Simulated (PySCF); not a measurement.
CH4N2OSi, SMILES N#CO[SiH2]N.

Coordinates come from a B3LYP-D3(BJ)/def2-SVP optimisation. This is a generated structure with no PubChem entry under its InChIKey; it may be hypothetical. One conformer was computed; it need not be the lowest.

All values below come from PySCF with B3LYP-D3(BJ)/def2-SVP.

Frequencies are harmonic and unscaled.

Computed normal modes with their intensities:
| mode | ν (cm⁻¹) | IR (km/mol) | Raman (Å⁴/amu) | depolarisation | moving atoms (share of kinetic energy) |
|---|---|---|---|---|---|
| 1 | 35 | 0.5 | 1.8 | 0.75 | N 44 %, O 41 %, H 11 % |
| 2 | 107 | 1.2 | 1.6 | 0.61 | N 48 %, O 28 %, Si 14 %, H 9 % |
| 3 | 265 | 18.1 | 4.9 | 0.67 | N 40 %, H 20 %, Si 20 %, O 11 %, C 9 % |
| 4 | 278 | 7.5 | 2.5 | 0.75 | H 94 % |
| 5 | 400 | 214.4 | 0.9 | 0.05 | H 69 %, N 29 % |
| 6 | 509 | 2.1 | 3.3 | 0.75 | C 68 %, N 16 %, O 8 % |
| 7 | 511 | 15.1 | 2.6 | 0.39 | C 70 %, N 15 %, Si 12 % |
| 8 | 556 | 29.8 | 1.8 | 0.75 | H 82 %, Si 8 % |
| 9 | 675 | 129.2 | 7.8 | 0.17 | O 52 %, Si 30 %, C 9 %, N 8 % |
| 10 | 778 | 20.2 | 10.4 | 0.75 | H 92 % |
| 11 | 888 | 0.2 | 10.6 | 0.65 | H 51 %, N 38 %, Si 10 % |
| 12 | 896 | 74.8 | 5.1 | 0.75 | H 75 %, N 17 % |
| 13 | 927 | 265.9 | 11.3 | 0.64 | H 88 %, Si 9 % |
| 14 | 958 | 211.7 | 8.7 | 0.29 | H 59 %, Si 27 %, N 14 % |
| 15 | 1207 | 225.8 | 4.4 | 0.14 | O 64 %, N 30 % |
| 16 | 1542 | 56.6 | 6.4 | 0.73 | H 89 %, N 11 % |
| 17 | 2279 | 51.6 | 150.7 | 0.10 | H 98 % |
| 18 | 2291 | 115.2 | 49.7 | 0.75 | H 95 % |
| 19 | 2395 | 288.0 | 50.7 | 0.19 | C 65 %, N 31 % |
| 20 | 3580 | 53.8 | 126.1 | 0.12 | H 96 % |
| 21 | 3674 | 53.0 | 73.9 | 0.75 | H 91 %, N 9 % |
